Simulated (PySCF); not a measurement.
Correlation energy of Si (silicon, neutral)

[Ne] 3s1 3p2 4s1, high-spin 5P determinant (an excited configuration). Calculation: PySCF 2.14, in dyall-av2z; no relativity, point nucleus. Frozen: [Ne]; 4 electrons correlated; the 15 highest virtual orbitals of each spin left out.

MP2 pair energies summed by pair of shells (mhartree):

```json
{"pair": "3p-3p", "energy": "-5.13", "share (%)": "37.6"}
{"pair": "3p-4s", "energy": "-4.62", "share (%)": "33.9"}
{"pair": "3s-3p", "energy": "-2.99", "share (%)": "21.9"}
{"pair": "3s-4s", "energy": "-0.91", "share (%)": "6.7"}
```

Total MP2 correlation energy: -13.64 mhartree.

Same-spin part -13.64 and opposite-spin part 0.00 mhartree; SCS-MP2 scales them by 1/3 and 6/5 to -4.55 mhartree.
